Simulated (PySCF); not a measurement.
# How methods differ on the ionisation energy of Se⁶⁺

Se⁶⁺ [Ar] 3d10 (1S) → Se⁷⁺ [Ar] 3d9 (2D), as a difference of total energies. All numbers are calculated (PySCF 2.14, scalar relativity by spin-free X2C-1e, in an uncontracted even-tempered set (21 s from 0.25 bohr⁻², ratio 2.5; 14 p from 0.33 bohr⁻², ratio 2.5; 10 d from 0.33 bohr⁻², ratio 2.5; 5 f from 3.3 bohr⁻², ratio 2.7; 4 g from 5 bohr⁻², ratio 2.7)). The calculations carry no spin-orbit coupling.

```tsv
method	ionisation energy (eV)	difference from reference (eV)
UHF	153.37	-1.96
M06	155.76	+0.43
PW91	155.32	-0.01
```

Reference: 155.33 eV (measured; NIST Atomic Spectra Database, ionization energies).

The reference lies between the lowest fine-structure levels, while these numbers refer to the centres of the terms.
